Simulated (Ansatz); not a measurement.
Abridged output of a molecular run in Ansatz:

```
Functional definition: HF
1698 factors; integrals over basis functions are off by at most 1.1e-3 eV
mean field evaluation 1: about -28430.1008 eV, gradient 4.5e1 eV
mean field evaluation 2: about -28430.2509 eV, gradient 4.6e1 eV
mean field evaluation 4: about -28435.5260 eV, gradient 4.4e0 eV
mean field evaluation 8: about -28435.6259 eV, gradient 4.2e-1 eV
mean field evaluation 16: about -28435.6276 eV, gradient 2.8e-6 eV
mean field -28435.62756417 eV, -1044.9900386227 hartree, gradient 2.8e-6 eV, S^2 0.000000; 0 other end points of the search recorded, 0 dependent functions left out
12 core orbitals not correlated: weight in the atoms' cores, before any rotation towards them, 1.000 or more for the frozen orbitals, at most 0.000 for the correlated occupied ones
reference -28435.62756417 eV, -1044.9900386227 hartree; 20, 20 occupied and 254, 254 virtual orbitals, 1698 factors
second order -29.60557056 eV of doubles, -0.00000000 eV of singles
cycle   1  -30.25386445 eV  change   -6.5e-1 eV  update   1.4e-1
cycle   2  -30.87887960 eV  change   -6.3e-1 eV  update   4.9e-2
cycle   3  -31.09940071 eV  change   -2.2e-1 eV  update   2.6e-2
cycle   4  -31.08774985 eV  change    1.2e-2 eV  update   7.3e-3
cycle   5  -31.08154354 eV  change    6.2e-3 eV  update   2.9e-3
cycle   6  -31.08167807 eV  change   -1.3e-4 eV  update   8.7e-4
cycle   7  -31.08164084 eV  change    3.7e-5 eV  update   3.3e-4
cycle   8  -31.08162019 eV  change    2.1e-5 eV  update   1.1e-4
cycle   9  -31.08168479 eV  change   -6.5e-5 eV  update   4.6e-5
cycle  10  -31.08168004 eV  change    4.8e-6 eV  update   1.7e-5
perturbative correction -1.38269532 eV, -0.0508131158 hartree
Total energy: -28468.09193954 eV, -1046.1830824121 hartree
```

Its atoms:

```xyz
11

C     1.6911   -0.1035    0.5698
Zr   -0.4740    0.1801    0.7309
C    -1.2072   -0.0804   -1.3158
Cl   -1.3547   -1.5349    2.0623
Cl   -0.8900    2.3874    1.3973
H     2.1235    0.6394   -0.1114
H     1.9158   -1.1015    0.1742
H     2.1897   -0.0038    1.5404
H    -2.2931    0.0510   -1.3806
H    -0.7366    0.6511   -1.9841
H    -0.9645   -1.0849   -1.6831
```

(1) Which basis set was used?
A. def2-TZVPP
B. cc-pV(D+d)Z
C. def2-QZVPP
D. def2-TZVPPD

(2) Write the keys of the input that set method, charge and spin (a neutral closed shell needs none for the last two).

Answers

(1) A. It gives 286 functions.

(2) 
```yaml
correlation: {method: ccsd_t}
```
